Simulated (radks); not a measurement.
Initial-state core-level shifts of neutral barium when its valence configuration changes from [Xe] 6s2. Method: scalar-relativistic Kohn-Sham, PBEsol, spin-unpolarised, spherical densities, point nucleus; computed with a radial shooting solver on a logarithmic mesh with Libxc functionals. Shifts are changes of the shell-averaged eigenvalues in eV (positive: less bound).

[
 {"valence": "6s1 6p1", "1s": "-1.184", "3s": "-1.187", "4s": "-1.184", "4p": "-1.182"},
 {"valence": "5d2", "1s": "+1.983", "3s": "+2.092", "4s": "+2.083", "4p": "+2.085"},
 {"valence": "6p2", "1s": "-2.291", "3s": "-2.298", "4s": "-2.290", "4p": "-2.288"},
 {"valence": "4f1 6s1", "1s": "-1.620", "3s": "-1.338", "4s": "-1.392", "4p": "-1.419"},
 {"valence": "5d1 6s1", "1s": "+1.232", "3s": "+1.293", "4s": "+1.285", "4p": "+1.286"},
 {"valence": "4f1 5d1", "1s": "-1.660", "3s": "-1.521", "4s": "-1.540", "4p": "-1.543"},
 {"valence": "5d1.5 6s0.5", "1s": "+1.667", "3s": "+1.753", "4s": "+1.744", "4p": "+1.746"}
]
